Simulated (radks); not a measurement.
Results of a calculation; reference values are marked as such.
All-electron atom: Eu3+ in [Xe] 4f4 5f2 (not the ground configuration).

Code: a radial shooting solver on a logarithmic mesh with Libxc functionals. Model: Dirac Kohn-Sham, PBEsol, spin-unpolarised, spherical densities, finite nucleus; open shells are shared between the two j in proportion to 2j + 1; Fermi nuclear charge, rms radius 5.1115 fm.

Energy parts (eV):
total: -295069.65
kinetic: 320803.55
electron-nucleus: -720796.06
Hartree: 111370.67
exchange-correlation: -6447.81

Orbitals (lengths in bohr, moments of r in powers of bohr; r(max) is where P^2 peaks; r(90%) holds 90 % of the orbital's charge):
| orbital | occ. | eigenvalue (eV) | <r^4> | r(max) | r(90%) | small-component weight |
|---|---|---|---|---|---|---|
| 1s1/2 | 2 | -48351.04 | 1.227e-06 | 0.01420 | 0.0404 | 5.49e-02 |
| 2s1/2 | 2 | -7987.258 | 0.0001957 | 0.08075 | 0.147 | 1.21e-02 |
| 2p1/2 | 2 | -7581.611 | 0.0001214 | 0.06108 | 0.130 | 1.22e-02 |
| 2p3/2 | 4 | -6934.201 | 0.0001580 | 0.06681 | 0.139 | 1.13e-02 |
| 3s1/2 | 2 | -1807.172 | 0.007662 | 0.2292 | 0.366 | 3.81e-03 |
| 3p1/2 | 2 | -1631.819 | 0.006989 | 0.2163 | 0.359 | 3.75e-03 |
| 3p3/2 | 4 | -1499.923 | 0.008511 | 0.2285 | 0.377 | 3.51e-03 |
| 3d3/2 | 4 | -1195.915 | 0.006214 | 0.1819 | 0.349 | 3.39e-03 |
| 3d5/2 | 6 | -1167.230 | 0.006604 | 0.1853 | 0.355 | 3.32e-03 |
| 4s1/2 | 2 | -406.5883 | 0.1856 | 0.5266 | 0.808 | 1.22e-03 |
| 4p1/2 | 2 | -338.6129 | 0.2105 | 0.5313 | 0.836 | 1.15e-03 |
| 4p3/2 | 4 | -308.8982 | 0.2547 | 0.5569 | 0.876 | 1.07e-03 |
| 4d3/2 | 4 | -196.5984 | 0.3546 | 0.5648 | 0.954 | 9.11e-04 |
| 4d5/2 | 6 | -191.1709 | 0.3764 | 0.5730 | 0.969 | 8.89e-04 |
| 4f5/2 | 1.71429 | -58.3784 | 1.221 | 0.5651 | 1.28 | 5.76e-04 |
| 4f7/2 | 2.28571 | -57.5826 | 1.263 | 0.5692 | 1.29 | 5.69e-04 |
| 5s1/2 | 2 | -90.0296 | 4.952 | 1.186 | 1.84 | 3.00e-04 |
| 5p1/2 | 2 | -69.5827 | 7.198 | 1.273 | 2.02 | 2.54e-04 |
| 5p3/2 | 4 | -64.5014 | 8.713 | 1.336 | 2.12 | 2.33e-04 |
| 5d3/2 | 0 | -35.6115 | 24.75 | 1.620 | 2.76 | 1.47e-04 |
| 5d5/2 | 0 | -34.9722 | 26.21 | 1.644 | 2.80 | 1.43e-04 |
| 5f5/2 | 0.857143 | -13.4661 | 351.8 | 3.221 | 5.40 | 4.12e-05 |
| 5f7/2 | 1.14286 | -13.4322 | 356.2 | 3.235 | 5.42 | 4.10e-05 |
| 6s1/2 | 0 | -28.3540 | 118.8 | 2.684 | 4.07 | 7.37e-05 |
| 6p1/2 | 0 | -22.8886 | 193.9 | 3.047 | 4.60 | 5.86e-05 |
| 6p3/2 | 0 | -21.9185 | 224.4 | 3.182 | 4.76 | 5.48e-05 |
| 6f5/2 | 0 | -7.2888 | 4520 | 7.158 | 10.1 | 2.12e-05 |
| 6f7/2 | 0 | -7.2719 | 4565 | 7.177 | 10.1 | 2.12e-05 |

The highest occupied level is 5f7/2 at -13.432 eV. The configuration is held as typed, so some empty levels lie below it. The electron density at the nucleus is 5.785e+05 e/bohr^3. Summed over all electrons, <r^2> = 60.32 bohr^2, which gives a Langevin (diamagnetic) susceptibility term of -47.8 x 10^-6 cm^3/mol.
